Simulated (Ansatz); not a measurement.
Method: PBE0-D4/def2-TZVP (Ansatz, a first-principles code). No frequencies were computed at this level.

Ansatz 0.2 input:
```yaml
crystal:
  periodic: [false, false, false]
  atoms:
    - { symbol: C, position_ang: [-1.544676, -0.378141, -0.186409] }
    - { symbol: C, position_ang: [-0.485938, -0.01587, 0.521619] }
    - { symbol: Si, position_ang: [1.265439, 0.13564, -0.150482] }
    - { symbol: Cl, position_ang: [2.000117, 1.930983, 0.421184] }
    - { symbol: H, position_ang: [-2.532608, -0.450508, 0.24238] }
    - { symbol: H, position_ang: [-1.47083, -0.62006, -1.234277] }
    - { symbol: H, position_ang: [-0.630425, 0.215995, 1.57144] }
    - { symbol: H, position_ang: [2.12467, -0.899389, 0.424013] }
    - { symbol: H, position_ang: [1.274252, 0.081348, -1.60947] }
basis:
  gaussian: { orbitals: def2-tzvp }
hamiltonian:
  xc: pbe0
  dispersion: d4
relax:
  max_steps: 150
```

Output:

```
Functional definition: PBE0
1116 factors; their error is unknown
mean field evaluation 1: about -22542.2588 eV, gradient 4.7e1 eV
mean field evaluation 2: about -22539.9619 eV, gradient 5.4e1 eV
mean field evaluation 4: about -22547.6671 eV, gradient 2.0e0 eV
mean field evaluation 8: about -22547.6745 eV, gradient 1.6e-2 eV
mean field evaluation 16: about -22547.7397 eV, gradient 5.0e-5 eV
mean field -22547.73967807 eV, -828.6141497621 hartree, gradient 5.0e-5 eV, S^2 0.000000; 0 other end points of the search recorded, 0 dependent functions left out
reference -22547.73970908 eV, -828.6141509020 hartree; 24, 24 occupied and 142, 142 virtual orbitals, 1116 factors
relax step   1: F+E_penalty+E_count = -22547.90367330 eV  Δ(F+E_penalty+E_count) = +0.000e0 eV  max|allowed force component| = 1.090e0 eV/Å  Δτ_max = 0.0000 Å  (26 SCF iters, accepted)
these checks for a lower state are left out or cut short: starts, cluster_reference, orbital_swaps, neighbouring_geometries, increment
1116 factors; their error is unknown
mean field -22547.77850674 eV, -828.6155766896 hartree, gradient 1.5e-5 eV, S^2 0.000000; 0 other end points of the search recorded, 0 dependent functions left out
reference -22547.77853779 eV, -828.6155778306 hartree; 24, 24 occupied and 142, 142 virtual orbitals, 1116 factors
relax step   2: F+E_penalty+E_count = -22547.94192940 eV  Δ(F+E_penalty+E_count) = -3.826e-2 eV  max|allowed force component| = 3.727e-1 eV/Å  Δτ_max = 0.0524 Å  (31 SCF iters, accepted)
these checks for a lower state are left out or cut short: starts, cluster_reference, orbital_swaps, neighbouring_geometries, increment
1116 factors; their error is unknown
mean field -22547.78439567 eV, -828.6157931037 hartree, gradient 1.6e-5 eV, S^2 0.000000; 0 other end points of the search recorded, 0 dependent functions left out
reference -22547.78442664 eV, -828.6157942417 hartree; 24, 24 occupied and 142, 142 virtual orbitals, 1116 factors
relax step   3: F+E_penalty+E_count = -22547.94827974 eV  Δ(F+E_penalty+E_count) = -6.350e-3 eV  max|allowed force component| = 1.306e-1 eV/Å  Δτ_max = 0.0448 Å  (31 SCF iters, accepted)
these checks for a lower state are left out or cut short: starts, cluster_reference, orbital_swaps, neighbouring_geometries, increment
1116 factors; their error is unknown
mean field evaluation 32: about -22547.6314 eV, gradient 5.0e0 eV
mean field -22547.78876968 eV, -828.6159538455 hartree, gradient 1.8e-5 eV, S^2 0.000000; 0 other end points of the search recorded, 0 dependent functions left out
reference -22547.78880057 eV, -828.6159549809 hartree; 24, 24 occupied and 142, 142 virtual orbitals, 1116 factors
relax step   4: F+E_penalty+E_count = -22547.95303546 eV  Δ(F+E_penalty+E_count) = -4.756e-3 eV  max|allowed force component| = 8.919e-2 eV/Å  Δτ_max = 0.1129 Å  (28 SCF iters, accepted)
these checks for a lower state are left out or cut short: starts, cluster_reference, orbital_swaps, neighbouring_geometries, increment
1116 factors; their error is unknown
mean field -22547.78046859 eV, -828.6156487862 hartree, gradient 1.5e-5 eV, S^2 0.000000; 0 other end points of the search recorded, 0 dependent functions left out
reference -22547.78049946 eV, -828.6156499207 hartree; 24, 24 occupied and 142, 142 virtual orbitals, 1116 factors
relax step   5: F+E_penalty+E_count = -22547.94536328 eV  Δ(F+E_penalty+E_count) = +7.672e-3 eV  max|allowed force component| = 3.168e-1 eV/Å  Δτ_max = 0.0467 Å  (29 SCF iters, rejected (line search))
these checks for a lower state are left out or cut short: starts, cluster_reference, orbital_swaps, neighbouring_geometries, increment
1116 factors; their error is unknown
mean field -22547.79046316 eV, -828.6160160798 hartree, gradient 1.8e-5 eV, S^2 0.000000; 0 other end points of the search recorded, 0 dependent functions left out
reference -22547.79049406 eV, -828.6160172154 hartree; 24, 24 occupied and 142, 142 virtual orbitals, 1116 factors
relax step   6: F+E_penalty+E_count = -22547.95486000 eV  Δ(F+E_penalty+E_count) = -1.825e-3 eV  max|allowed force component| = 2.630e-2 eV/Å  Δτ_max = 0.0233 Å  (30 SCF iters, accepted)
these checks for a lower state are left out or cut short: starts, cluster_reference, orbital_swaps, neighbouring_geometries, increment
1116 factors; their error is unknown
mean field -22547.79054861 eV, -828.6160192199 hartree, gradient 1.8e-5 eV, S^2 0.000000; 0 other end points of the search recorded, 0 dependent functions left out
reference -22547.79057951 eV, -828.6160203556 hartree; 24, 24 occupied and 142, 142 virtual orbitals, 1116 factors
relax step   7: F+E_penalty+E_count = -22547.95498555 eV  Δ(F+E_penalty+E_count) = -1.255e-4 eV  max|allowed force component| = 8.545e-3 eV/Å  Δτ_max = 0.0119 Å  (31 SCF iters, accepted)
these checks for a lower state are left out or cut short: starts, cluster_reference, orbital_swaps, neighbouring_geometries, increment
1116 factors; their error is unknown
mean field evaluation 64: about -22547.7905 eV, gradient 3.3e-3 eV
mean field -22547.79049926 eV, -828.6160174065 hartree, gradient 1.8e-5 eV, S^2 0.000000; 0 other end points of the search recorded, 0 dependent functions left out
reference -22547.79053017 eV, -828.6160185422 hartree; 24, 24 occupied and 142, 142 virtual orbitals, 1116 factors
relax step   8: F+E_penalty+E_count = -22547.95500517 eV  Δ(F+E_penalty+E_count) = -1.963e-5 eV  max|allowed force component| = 1.737e-2 eV/Å  Δτ_max = 0.0152 Å  (30 SCF iters, accepted)
these checks for a lower state are left out or cut short: starts, cluster_reference, orbital_swaps, neighbouring_geometries, increment
1116 factors; their error is unknown
mean field -22547.79053808 eV, -828.6160188331 hartree, gradient 1.8e-5 eV, S^2 0.000000; 0 other end points of the search recorded, 0 dependent functions left out
reference -22547.79056898 eV, -828.6160199687 hartree; 24, 24 occupied and 142, 142 virtual orbitals, 1116 factors
relax step   9: F+E_penalty+E_count = -22547.95502115 eV  Δ(F+E_penalty+E_count) = -1.598e-5 eV  max|allowed force component| = 4.460e-3 eV/Å  Δτ_max = 0.0043 Å  (31 SCF iters, accepted)
1116 factors; their error is unknown
mean field evaluation 96: about -22547.7905 eV, gradient 8.0e-5 eV
mean field -22547.79053808 eV, -828.6160188331 hartree, gradient 1.8e-5 eV, S^2 0.000000; 1 other end points of the search recorded, 0 dependent functions left out
reference -22547.79056898 eV, -828.6160199687 hartree; 24, 24 occupied and 142, 142 virtual orbitals, 1116 factors
Total energy: -22547.95505205 eV, -828.6220646100 hartree
Atom 0 at    -1.519956    -0.321966    -0.206256 Å, force     0.001557     0.004460     0.001924 eV/Å
Atom 1 at    -0.473425    -0.063860     0.573787 Å, force    -0.001129     0.000079    -0.002924 eV/Å
Atom 2 at     1.231645     0.118337    -0.115943 Å, force     0.000464    -0.000996    -0.001356 eV/Å
Atom 3 at     1.963899     2.004533     0.276814 Å, force    -0.001275     0.000159     0.000175 eV/Å
Atom 4 at    -2.522988    -0.444906     0.192567 Å, force    -0.000042    -0.001223    -0.000521 eV/Å
Atom 5 at    -1.419182    -0.420019    -1.283824 Å, force     0.001034    -0.001354     0.002583 eV/Å
Atom 6 at    -0.629402     0.031592     1.646641 Å, force    -0.000089    -0.000983    -0.000505 eV/Å
Atom 7 at     2.182948    -0.836172     0.502480 Å, force    -0.000912    -0.000342     0.000221 eV/Å
Atom 8 at     1.186461    -0.067542    -1.586268 Å, force     0.000393     0.000201     0.000403 eV/Å
Dipole moment:    -0.302564    -0.275109    -0.011891 e Å
```

Cost: roughly 50 core-seconds.
